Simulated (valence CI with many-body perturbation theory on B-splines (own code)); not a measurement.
E1 line list for Au73+

Method: relativistic CI+MBPT: four valence electrons over a frozen Dirac-Fock core [He], a basis of 11 s, 11 p, 9 d, 7 f, 5 g, 2 h, 1 i functions for each j, with the one-electron correlation potential Σ1, the two-electron term Σ2, the three-electron term Σ3, Breit, model QED; selected CI, second order for the rest (own B-spline code, finite nucleus).

No measured spectrum was set against this ion. As an estimate, large intervals hold to a few tenths of a per cent, small ones and those within an open d or f shell to about a per cent. Among the levels kept, up to 300 cm⁻¹ of a level comes from second order outside the variational space, and about a tenth of that is noise between levels of different J, which matters for small intervals.

Lines 51 to 100 of 255 in falling wavelength, among levels below 1131.6 Ry, chosen from the strongest by gf and those to the six lowest levels. Wavelengths and rates use the calculated energies. Electric multipoles are in the length gauge, E1 and E2 with the static RPA response of the core. Weak lines are less certain than strong ones. Lines between different terms over intervals too small for the method are left out, as are lines whose strength nearly cancels. The highest levels of a list are the least certain.

Levels are named by their leading jj configuration (3d3/2^4 stands for four electrons in 3d with j = 3/2), which in mixed levels can hold well under half, so a name can repeat and another be missing. Letters in brackets count levels of one name in rising energy.

| λ vac (nm) | Upper | Lower | A (s⁻¹) | log gf | Branch % |
| --- | --- | --- | --- | --- | --- |
| 1.829 | (2s 2p1/2 2p3/2 3p3/2) J=4 | (2s 2p1/2 2p3/2 3s) J=3 | 2.37e+12 | 0.03 | 37.2 |
| 1.826 | (2s 2p1/2 2p3/2 3p3/2) J=1 [b] | (2s 2p1/2 2p3/2 3s) J=2 [b] | 2.33e+12 | -0.46 | 0.3 |
| 1.811 | (2s 2p1/2 2p3/2 3p3/2) J=2 [d] | (2s 2p1/2 2p3/2 3s) J=2 [c] | 1.14e+12 | -0.55 | 0.4 |
| 1.808 | (2s^2 2p1/2 3p3/2) J=2 | (2s^2 2p1/2 3s) J=1 | 2.84e+12 | -0.16 | 34.2 |
| 1.800 | (2s 2p1/2 2p3/2 3p3/2) J=1 [c] | (2s 2p1/2 2p3/2 3s) J=1 [c] | 1.25e+12 | -0.74 | 0.4 |
| 1.796 | (2s^2 2p1/2 3p3/2) J=1 | (2s^2 2p1/2 3s) J=0 | 1.98e+12 | -0.54 | 30.8 |
| 1.792 | (2s 2p1/2 2p3/2 3p3/2) J=2 [b] | (2s 2p1/2 2p3/2 3s) J=3 | 6.77e+11 | -0.79 | 0.2 |
| 1.790 | (2s 2p1/2^2 3p3/2) J=2 | (2s 2p1/2^2 3s) J=1 | 2.76e+12 | -0.18 | 4.3 |
| 1.785 | (2s 2p1/2 2p3/2 3p3/2) J=2 [d] | (2s 2p1/2 2p3/2 3s) J=1 [b] | 1.73e+12 | -0.38 | 0.6 |
| 1.780 | (2s^2 2p3/2 3p3/2) J=2 | (2s^2 2p3/2 3s) J=1 | 1.58e+12 | -0.43 | 9.9 |
| 1.779 | (2s 2p1/2 2p3/2 3p3/2) J=1 [c] | (2s 2p1/2 2p3/2 3s) J=0 | 1.47e+12 | -0.68 | 0.4 |
| 1.762 | (2s 2p1/2 2p3/2 3p3/2) J=1 [d] | (2s 2p1/2 2p3/2 3s) J=1 [b] | 1.89e+12 | -0.58 | 2.8 |
| 1.756 | (2s 2p1/2 2p3/2 3p3/2) J=3 [b] | (2s 2p1/2 2p3/2 3s) J=3 | 1.61e+12 | -0.28 | 0.3 |
| 1.756 | (2s 2p1/2 2p3/2 3p3/2) J=2 [a] | (2s 2p1/2 2p3/2 3s) J=2 [a] | 1.06e+12 | -0.61 | 0.1 |
| 1.755 | (2s^2 2p3/2 3p3/2) J=2 | (2s^2 2p3/2 3s) J=2 | 1.56e+12 | -0.44 | 9.7 |
| 0.8105 | (2s^2 2p3/2^2) J=2 | (2s 2p1/2^2 2p3/2) J=1 | 4.88e+10 | -2.62 | 28.3 |
| 0.7626 | (2s^2 2p3/2^2) J=2 | (2s 2p1/2^2 2p3/2) J=2 | 5.67e+10 | -2.61 | 32.9 |
| 0.5578 | (2s 2p1/2 2p3/2^2) J=2 [a] | (2s^2 2p1/2 2p3/2) J=1 | 5.55e+12 | -0.89 | 97.7 |
| 0.5510 | (2s 2p1/2 2p3/2^2) J=3 | (2s^2 2p1/2 2p3/2) J=2 | 5.36e+12 | -0.77 | 99.5 |
| 0.5418 | (2s 2p3/2^3) J=2 | (2s^2 2p3/2^2) J=2 | 1.77e+13 | -0.41 | 99.0 |
| 0.5400 | (2p1/2^2 2p3/2^2) J=2 | (2s 2p1/2^2 2p3/2) J=1 | 1.65e+13 | -0.44 | 47.2 |
| 0.5390 | (2p1/2 2p3/2^3) J=1 | (2s 2p1/2 2p3/2^2) J=1 [a] | 2.54e+13 | -0.48 | 46.6 |
| 0.5374 | (2s 2p1/2 2p3/2 3d5/2) J=3 [c] | (2s^2 2p1/2 3d5/2) J=2 | 2.05e+13 | -0.21 | 3.9 |
| 0.5374 | (2s 2p1/2 2p3/2 3p3/2) J=2 [c] | (2s^2 2p1/2 3p3/2) J=1 | 2.11e+13 | -0.34 | 5.1 |
| 0.5371 | (2s 2p1/2 2p3/2 3d5/2) J=4 [c] | (2s^2 2p1/2 3d5/2) J=3 | 2.01e+13 | -0.11 | 2.8 |
| 0.5367 | (2p1/2 2p3/2^3) J=2 | (2s 2p1/2 2p3/2^2) J=2 [b] | 3.23e+13 | -0.16 | 60.7 |
| 0.5365 | (2s 2p1/2 2p3/2 3p3/2) J=3 [c] | (2s^2 2p1/2 3p3/2) J=2 | 2.13e+13 | -0.19 | 6.6 |
| 0.5360 | (2p3/2^4) J=0 | (2s 2p3/2^3) J=1 | 7.19e+13 | -0.51 | 99.4 |
| 0.5355 | (2s 2p1/2 2p3/2 3d3/2) J=2 [c] | (2s^2 2p1/2 3d3/2) J=2 | 2.21e+13 | -0.32 | 8.0 |
| 0.5349 | (2s 2p1/2 2p3/2 3d3/2) J=1 [d] | (2s^2 2p1/2 3d3/2) J=1 | 1.89e+13 | -0.61 | 0.8 |
| 0.5348 | (2s 2p1/2 2p3/2 3d3/2) J=2 [d] | (2s^2 2p1/2 3d3/2) J=1 | 2.00e+13 | -0.37 | 0.8 |
| 0.5344 | (2s 2p1/2 2p3/2 3p1/2) J=1 [b] | (2s^2 2p1/2 3p1/2) J=1 | 2.44e+13 | -0.50 | 3.9 |
| 0.5343 | (2s 2p1/2 2p3/2 3s) J=1 [b] | (2s^2 2p1/2 3s) J=1 | 1.98e+13 | -0.60 | 4.2 |
| 0.5343 | (2s 2p1/2 2p3/2 3d3/2) J=3 [c] | (2s^2 2p1/2 3d3/2) J=2 | 2.01e+13 | -0.22 | 11.9 |
| 0.5338 | (2s 2p1/2 2p3/2 3p1/2) J=2 [c] | (2s^2 2p1/2 3p1/2) J=1 | 2.22e+13 | -0.32 | 5.3 |
| 0.5337 | (2s 2p1/2 2p3/2 3p1/2) J=1 [c] | (2s^2 2p1/2 3p1/2) J=0 | 2.34e+13 | -0.52 | 5.1 |
| 0.5335 | (2s 2p1/2 2p3/2 3d3/2) J=1 [c] | (2s^2 2p1/2 3d3/2) J=2 | 2.12e+13 | -0.57 | 3.1 |
| 0.5322 | (2s 2p1/2 2p3/2 3p3/2) J=2 [d] | (2s^2 2p1/2 3p3/2) J=2 | 2.05e+13 | -0.36 | 6.7 |
| 0.5322 | (2s 2p1/2 2p3/2 3p3/2) J=1 [c] | (2s^2 2p1/2 3p3/2) J=1 | 1.51e+13 | -0.72 | 4.5 |
| 0.5319 | (2s 2p1/2 2p3/2 3s) J=2 [c] | (2s^2 2p1/2 3s) J=1 | 2.15e+13 | -0.34 | 8.9 |
| 0.5318 | (2p1/2^2 2p3/2 3p1/2) J=2 | (2s 2p1/2^2 3p1/2) J=1 | 1.69e+13 | -0.44 | 1.5 |
| 0.5318 | (2s 2p1/2 2p3/2 3s) J=1 [c] | (2s^2 2p1/2 3s) J=0 | 1.85e+13 | -0.63 | 8.9 |
| 0.5302 | (2s 2p1/2 2p3/2 3p3/2) J=1 [d] | (2s^2 2p1/2 3p3/2) J=2 | 1.42e+13 | -0.75 | 21.0 |
| 0.5299 | (2s 2p1/2 2p3/2^2) J=0 | (2s^2 2p1/2 2p3/2) J=1 | 1.87e+13 | -1.10 | 99.8 |
| 0.5299 | (2p1/2^2 2p3/2 3s) J=2 | (2s 2p1/2^2 3s) J=1 | 1.68e+13 | -0.45 | 9.0 |
| 0.5284 | (2s 2p1/2 2p3/2^2) J=1 [a] | (2s^2 2p1/2 2p3/2) J=2 | 3.50e+12 | -1.36 | 9.5 |
| 0.5277 | (2s 2p1/2^2 2p3/2) J=1 | (2s^2 2p1/2^2) J=0 | 2.40e+13 | -0.52 | 99.7 |
| 0.5266 | (2s 2p1/2 2p3/2^2) J=2 [b] | (2s^2 2p1/2 2p3/2) J=2 | 3.36e+13 | -0.16 | 92.7 |
| 0.5254 | (2s 2p1/2 2p3/2^2) J=1 [b] | (2s^2 2p1/2 2p3/2) J=2 | 1.99e+13 | -0.61 | 96.4 |
| 0.5244 | (2s 2p1/2 2p3/2^2) J=1 [a] | (2s^2 2p1/2 2p3/2) J=1 | 3.33e+13 | -0.38 | 90.0 |
